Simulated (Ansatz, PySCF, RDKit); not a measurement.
Pair of molecules: H2O (SMILES O) (first 3 atoms) with CH2O (SMILES C=O); geometry from B3LYP-D3(BJ)/def2-TZVP, rigid monomers moved along the line of their centres of mass till O1···C4 is 3.93 Å.
(charge 0, multiplicity 1):
```xyz
7

O     -0.1503     0.4376    -0.1146
H      0.4921     0.1685    -0.7793
H     -0.5236    -0.3821     0.2299
C     -0.0284     0.4319     3.8176
O     -0.4323    -0.6887     3.9783
H      1.0511     0.6718     3.8188
H     -0.7105     1.2874     3.6662
```

Monomers are frozen at their geometry in the pair; levels with a basis set take the counterpoise correction. Rows marked so take none. RDKit's UFF carries no charges.

Rows in 3-21G carry no dispersion term and start afresh at each structure.

Run with Ansatz (Gaussian orbitals); PySCF for 3-21G rows; RDKit for the force fields. 

Question: One of these levels gives -2.08 kcal/mol for the interaction energy. Which one is it?
A. UFF
B. HF/aug-cc-pVTZ
C. B3LYP/3-21G (no counterpoise)
D. MMFF94

Answer: D, MMFF94. The others give -0.29 (UFF), -1.39 (HF/aug-cc-pVTZ), -1.08 (B3LYP/3-21G (no counterpoise))

Ansatz is a first-principles code.
